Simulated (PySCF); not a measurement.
A calculated (PBE0, PySCF 2.14, dyall-av3z, the non-relativistic Hamiltonian (point nucleus)) atom or ion has these occupied shells.

| shell | electrons | orbital energy (eV) | rms radius, mean of both spins (bohr) |
| --- | --- | --- | --- |
| 1s α | 1 | -1804.9 | 0.129 |
| 1s β | 1 | -1804.4 | 0.129 |
| 2s α | 1 | -147.20 | 0.621 |
| 2s β | 1 | -146.52 | 0.621 |
| 2p α | 3 | -101.91 | 0.603 |
| 2p β | 3 | -101.17 | 0.603 |
| 3s α | 1 | -14.354 | 2.29 |
| 3p α | 3 | -6.551 | 2.84 |

Task: Name the element and its charge.

Result: Si (silicon, neutral), in [Ne] 3s1 3p3, high-spin 5S determinant (an excited configuration).
